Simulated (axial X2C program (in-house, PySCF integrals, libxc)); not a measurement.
## Low determinants of RhO at the PBE0 level, 2c

All values were computed with an axial X2C code built on PySCF integrals. Two-component (2c) means X2C with spin–orbit coupling and atomic mean-field two-electron Coulomb and Gaunt terms. Basis: Rh dyall-cv3z [12s12p8d5f3g], O dyall-av3z [7s6p3d2f] (cores contracted in-house); Gaussian nuclei, density fitting, unrestricted open shells. Masses: Rh 102.906 u, O 15.995 u.

Search at 1.670 Å (vertical energies from the lowest determinant):

```
ΔE (eV)    state  electrons beyond evenly filled partner blocks  electrons in ±ω = 1/2, 3/2, 5/2, 7/2
   0.00  Ω = 3/2                                        ω = 3/2                             34 15 4 0
   0.31  Ω = 1/2                          2 × ω = -1/2, ω = 3/2                             34 15 4 0
   0.99  Ω = 5/2                           2 × ω = 1/2, ω = 3/2                             34 15 4 0
   1.04  Ω = 7/2                     ω = -1/2, ω = 3/2, ω = 5/2                             35 15 3 0
   1.06  Ω = 1/2                                        ω = 1/2                             33 16 4 0
   1.13  Ω = 9/2                      ω = 1/2, ω = 3/2, ω = 5/2                             35 15 3 0
   1.48  Ω = 3/2                     ω = 1/2, ω = -3/2, ω = 5/2                             35 15 3 0
```

Lowest determinant, Ω = 3/2 (⟨Sz⟩ = 1.49, ⟨Lz⟩ = 0.01 at PBE0): Re = 1.690 Å, ωe = 865.8 cm⁻¹.

The determinant in row 2 of the search, Ω = 1/2 (⟨Sz⟩ = 0.49, ⟨Lz⟩ = 0.01 at PBE0), was followed along the bond at PBE0; measured from the minimum of the lowest determinant it gives:

Te = 0.304 eV (2453 cm⁻¹), Re = 1.691 Å, ωe = 884.0 cm⁻¹.

(1) Compare the bond of the determinant in row 2 with that of the lowest one.

The search compares states at one distance, so a state with another bond length can lie lower; it is not exhaustive and yields mostly the lowest determinant of each block pattern, so other components and higher states of one pattern are missing. These are energies of single determinants, not of spin-adapted states; PBE0 term energies can be off by some tenths of an eV, and the functional has no current term. The lowest determinant need not be the ground state where others lie within half an eV.

Results:

(1) At PBE0 its Re is 0.001 Å longer and its force constant, which goes as ωe², is 1.04 times that of the lowest determinant. This determinant mixes spin states, so it has no term energy of its own.
